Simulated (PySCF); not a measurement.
VOCl₂, SMILES [V+]([Cl])(=[O])[Cl], charge +1, multiplicity 1. Coordinates come from a PBE-D3(BJ)/def2-SVP optimisation. The spin state was assumed, not searched. The isomer is the one that the SMILES or the coordinates give; other isomers of the formula were not compared.

The numbers are results of PBE-D3(BJ)/def2-SVP run with PySCF 2.14.0, not measurements.

Harmonic wavenumbers (cm⁻¹): 139, 229, 276, 464, 532, 1139. Rotational constants (GHz): 5.093, 2.293, 1.713; symmetry number 1.

### Question
Work out the zero-point energy and the ideal-gas rigid-rotor harmonic-oscillator thermochemistry at 298.15 K and 1 atm.

### Answer
ZPE = ½ Σ hcν = ½ × 2779 cm⁻¹ = 16.62 kJ/mol. H − E(el) = 32.07 kJ/mol. Entropy in J/(mol K): translation 170.18, rotation 113.71, vibration 32.02, total 315.91. G − E(el) = -62.12 kJ/mol. Cp = 67.51 J/(mol K). Modes under 150 cm⁻¹ make the vibrational entropy uncertain.
